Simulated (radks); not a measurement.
Results of a calculation; reference values are marked as such.
Task: Species: neutral molybdenum. Configuration: [Kr] 4d5 5s1. Level of theory: Dirac Kohn-Sham, PBEsol, spin-unpolarised, spherical densities, point nucleus; open shells fill j = l - 1/2 first (a radial shooting solver on a logarithmic mesh with Libxc functionals). Some entries of the table are withheld. Estimate them.

| orbital | occ. | eigenvalue (hartree) | <1/r> (bohr^-1) |
|---|---|---|---|
| 1s1/2 | 2 | -727.6574 | (1) |
| 2s1/2 | 2 | -102.7506 | 9.908 |
| 2p1/2 | 2 | (2) | (3) |
| 2p3/2 | 4 | (4) | (5) |
| 3s1/2 | 2 | -17.47605 | 3.389 |
| 3p1/2 | 2 | (6) | (7) |
| 3p3/2 | 4 | (8) | (9) |
| 3d3/2 | 4 | -8.18264 | 2.986 |
| 3d5/2 | 6 | -8.06060 | 2.957 |
| 4s1/2 | 2 | -2.35767 | 1.236 |
| 4p1/2 | 2 | -1.47146 | (10) |
| 4p3/2 | 4 | -1.37983 | (11) |
| 5s1/2 | 1 | -0.15064 | 0.3586 |
| 4d3/2 | 4 | -0.14066 | 0.6966 |
| 4d5/2 | 1 | -0.13320 | 0.6862 |

Result: 
(1) 1s1/2 <1/r> (bohr^-1): 43.53
(2) 2p1/2 eigenvalue (hartree): -94.54097
(3) 2p1/2 <1/r> (bohr^-1): 9.886
(4) 2p3/2 eigenvalue (hartree): -90.62873
(5) 2p3/2 <1/r> (bohr^-1): 9.413
(6) 3p1/2 eigenvalue (hartree): -14.35285
(7) 3p1/2 <1/r> (bohr^-1): 3.288
(8) 3p3/2 eigenvalue (hartree): -13.70848
(9) 3p3/2 <1/r> (bohr^-1): 3.174
(10) 4p1/2 <1/r> (bohr^-1): 1.112
(11) 4p3/2 <1/r> (bohr^-1): 1.078
